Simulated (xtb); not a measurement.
F$_{3}$Ge, doublet, from a rough starting geometry; GFN2-xTB (xtb).

Input for xtb:
```
$ xtb mol.xyz --gfn 2 --uhf 1 --opt vtight --json

# file mol.xyz
4

F     -1.05155985    -1.22365184    -0.20024651
Ge    -0.00457101     0.10206035     0.64288725
F      1.57143122    -0.25988543    -0.22627822
F     -0.60249614     1.51958465    -0.24036564
```

Output, abridged:

```
   ID    Z sym.   atoms
    1    9 F      1, 3, 4
    2   32 Ge     2

           -------------------------------------------------
          |                Calculation Setup                |
           -------------------------------------------------

           -------------------------------------------------
          |                 G F N 2 - x T B                 |
           -------------------------------------------------

          ...................................................
          :                      SETUP                      :
          :.................................................:
          :  # basis functions                  22          :
          :  # atomic orbitals                  21          :
          :  # shells                            9          :
          :  # electrons                        25          :
          :  max. iterations                   250          :
          :  Hamiltonian                  GFN2-xTB          :
          :  restarted?                      false          :
          :  GBSA solvation                  false          :
          :  PC potential                    false          :
          :  electronic temp.          300.0000000     K    :
          :  accuracy                    1.0000000          :
          :  -> integral cutoff          0.2500000E+02      :
          :  -> integral neglect         0.1000000E-07      :
          :  -> SCF convergence          0.1000000E-05 Eh   :
          :  -> wf. convergence          0.1000000E-03 e    :
          :  Broyden damping             0.4000000          :
          :  net charge                          0          :
          :  unpaired electrons                  1          :
          ...................................................

 iter      E             dE          RMSdq      gap      omega  full diag
   1    -15.5455104 -0.155455E+02  0.105E+01    5.06       0.0  T
   2    -15.5944329 -0.489225E-01  0.108E+01    7.95       1.0  T
   3    -16.2201654 -0.625732E+00  0.473E+00    7.29       1.0  T
   4    -16.2266535 -0.648808E-02  0.160E+00    7.01       1.0  T
   5    -16.2305781 -0.392461E-02  0.448E-01    7.20       1.0  T
   6    -16.2310471 -0.469028E-03  0.178E-01    7.26       1.0  T
   7    -16.2311020 -0.548866E-04  0.868E-02    7.25       1.0  T
   8    -16.2311177 -0.156508E-04  0.199E-02    7.24       2.5  T
   9    -16.2311182 -0.528994E-06  0.566E-03    7.24       8.8  T
  10    -16.2311183 -0.791295E-07  0.134E-03    7.24      37.4  T
  11    -16.2311183 -0.419511E-08  0.377E-04    7.24     132.6  T
  12    -16.2311183 -0.123411E-09  0.808E-05    7.24     618.8  T

   *** convergence criteria satisfied after 12 iterations ***

         :::::::::::::::::::::::::::::::::::::::::::::::::::::
         ::                     SUMMARY                     ::
         :::::::::::::::::::::::::::::::::::::::::::::::::::::
         :: total energy             -16.226800449505 Eh    ::
         :: gradient norm              0.017486183732 Eh/a0 ::
         :: HOMO-LUMO gap              7.241569569426 eV    ::
         ::.................................................::
         :: SCC energy               -16.231118165673 Eh    ::
         :: -> isotropic ES           -0.004613106713 Eh    ::
         :: -> anisotropic ES          0.001044398485 Eh    ::
         :: -> anisotropic XC         -0.001843747622 Eh    ::
         :: -> dispersion             -0.001490788799 Eh    ::
         :: repulsion energy           0.004317716168 Eh    ::
         :: add. restraining           0.000000000000 Eh    ::
         :: total charge               0.000000000006 e     ::
         :::::::::::::::::::::::::::::::::::::::::::::::::::::

      -----------------------------------------------------------
     |                   =====================                   |
     |                        A N C O P T                        |
[...]
 * total energy  :   -16.2268004 Eh     change       -0.3891643E-10 Eh
 * total energy  :   -16.2273256 Eh     change       -0.5251960E-03 Eh
 * total energy  :   -16.2277242 Eh     change       -0.3985717E-03 Eh
 * total energy  :   -16.2277941 Eh     change       -0.6987579E-04 Eh
 * total energy  :   -16.2278475 Eh     change       -0.5338355E-04 Eh
 * total energy  :   -16.2278589 Eh     change       -0.1138495E-04 Eh
 * total energy  :   -16.2278615 Eh     change       -0.2599541E-05 Eh
 * total energy  :   -16.2278616 Eh     change       -0.1838892E-06 Eh
 * total energy  :   -16.2278617 Eh     change       -0.8791828E-07 Eh
   *** GEOMETRY OPTIMIZATION CONVERGED AFTER 9 ITERATIONS ***
         :: total energy             -16.227861732895 Eh    ::
[...]
           -------------------------------------------------

    * Orbital Energies and Occupations

         #    Occupation            Energy/Eh            Energy/eV
      -------------------------------------------------------------
         1        2.0000           -0.8523190             -23.1928
         2        2.0000           -0.8419929             -22.9118
         3        2.0000           -0.8419852             -22.9116
         4        2.0000           -0.6747470             -18.3608
         5        2.0000           -0.5572768             -15.1643
         6        2.0000           -0.5572739             -15.1642
         7        2.0000           -0.5506924             -14.9851
         8        2.0000           -0.5427471             -14.7689
         9        2.0000           -0.5427448             -14.7688
        10        2.0000           -0.5332796             -14.5113
        11        2.0000           -0.5331875             -14.5088
        12        2.0000           -0.5331835             -14.5087
        13        1.0000           -0.4786498             -13.0247 (HOMO)
        14                         -0.2004432              -5.4543 (LUMO)
        15                         -0.2004217              -5.4538
        16                         -0.0935697              -2.5462
        17                          0.0041709               0.1135
        18                          0.0041888               0.1140
        19                          0.0096390               0.2623
        20                          0.6312127              17.1762
        21                          0.6312737              17.1778
      -------------------------------------------------------------
                  HL-Gap            0.2782066 Eh            7.5704 eV
             Fermi-level           -0.4225001 Eh          -11.4968 eV

     #   Z          covCN         q      C6AA      α(0)
     1   9 F        0.709    -0.184    11.078     3.930
     2  32 Ge       2.128     0.551   237.050    31.964
     3   9 F        0.709    -0.184    11.078     3.930
     4   9 F        0.710    -0.184    11.078     3.930

 Mol. C6AA /au·bohr⁶  :        605.605834
 Mol. C8AA /au·bohr⁸  :      34212.189179
 Mol. α(0) /au        :         43.754661

Wiberg/Mayer (AO) data.
largest (>0.10) Wiberg bond orders for each atom

 ---------------------------------------------------------------------------
     #   Z sym  total        # sym  WBO       # sym  WBO       # sym  WBO
 ---------------------------------------------------------------------------
     1   9 F    1.294 --     2 Ge   1.060     3 F    0.117     4 F    0.117
     2  32 Ge   3.182 --     4 F    1.061     3 F    1.061     1 F    1.060
     3   9 F    1.294 --     2 Ge   1.061     1 F    0.117     4 F    0.117
     4   9 F    1.294 --     2 Ge   1.061     1 F    0.117     3 F    0.117
 ---------------------------------------------------------------------------

Topologies differ in total number of bonds
Writing topology from bond orders to xtbtopo.mol

molecular dipole:
                 x           y           z       tot (Debye)
 q only:        0.007       0.022       0.867
   full:        0.009       0.030       1.205       3.064
molecular quadrupole (traceless):
                xx          xy          yy          xz          yz          zz
 q only:       -1.626       0.000      -1.618      -0.017       0.206       3.244
  q+dip:       -2.219       0.000      -2.207      -0.024       0.283       4.426
   full:       -2.519       0.001      -2.507      -0.018       0.306       5.026

optimized geometry written to: xtbopt.xyz

           -------------------------------------------------
          | TOTAL ENERGY              -16.227861732895 Eh   |
          | GRADIENT NORM               0.000116613169 Eh/α |
          | HOMO-LUMO GAP               7.570386198881 eV   |
           -------------------------------------------------

normal termination of xtb
```
